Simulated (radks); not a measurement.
The numbers below are computed, except where a source is named.
Task: The nickel ion Ni18+, configuration [He] 2s2 2p5.75 3d0.25 (fractional occupations, a model configuration). Code: a radial shooting solver on a logarithmic mesh with Libxc functionals. Model: Dirac Kohn-Sham, PBEsol, spin-unpolarised, spherical densities, finite nucleus; open shells fill j = l - 1/2 first; Fermi nuclear charge, rms radius 3.7757 fm. Some entries of the table are withheld. Estimate them.

orbital  occ.  eigenvalue (hartree)  r(max) (bohr)  <r^2> (bohr^2)
1s1/2       2             -327.3053            (1)             (2)
2s1/2       2                   (3)         0.2027         0.06771
2p1/2       2                   (4)            (5)             (6)
2p3/2    3.75                   (7)            (8)             (9)
3d3/2    0.25             -19.70650         0.4471          0.3212
3d5/2       0             -19.67551         0.4483          0.3226

Result: 
(1) 1s1/2 r(max) (bohr): 0.03541
(2) 1s1/2 <r^2> (bohr^2): 0.003932
(3) 2s1/2 eigenvalue (hartree): -60.08856
(4) 2p1/2 eigenvalue (hartree): -55.81980
(5) 2p1/2 r(max) (bohr): 0.1608
(6) 2p1/2 <r^2> (bohr^2): 0.05277
(7) 2p3/2 eigenvalue (hartree): -55.14629
(8) 2p3/2 r(max) (bohr): 0.1634
(9) 2p3/2 <r^2> (bohr^2): 0.05418
